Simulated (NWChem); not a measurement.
Lowest excitation of stibine (H3Sb)

```
Sb
H 1 1.7236
H 1 1.7236 2 91.18
H 1 1.7237 2 91.18 3 -91.21
```
Charge 0, spin multiplicity 1.

All runs are NWChem calculations. The geometry was optimised at B3LYP/def2-SVP with def2 effective core potentials on Sb, a minimum by its harmonic frequencies.

Basis set: def2-SVPD.

```
method         lowest vertical singlet excitation energy (eV)  relative cost  difference from EOM-CCSD
-------------  ----------------------------------------------  -------------  ------------------------
CIS                                                      6.63              1                     +0.23
TD-PBE                                                   6.11        under 3                     -0.29
TDA-BHandHLYP                                            6.47        under 3                     +0.07
TD-B3LYP                                                 6.24              3                     -0.16
EOM-CCSD                                                 6.40              4                      0.00
```

The values span 0.52 eV, from TD-PBE (lowest) to CIS (highest). Relative cost: rough, from shared machines, SCF included, CIS = 1.

Effective core potentials replace the inner electrons of Sb; spin-orbit coupling is left out. The correlated methods keep 4 core orbitals frozen. B3LYP has NWChem's definition, with VWN1-RPA local correlation. No row is a measurement; the coupled-cluster row has its own basis-set and correlation limits.
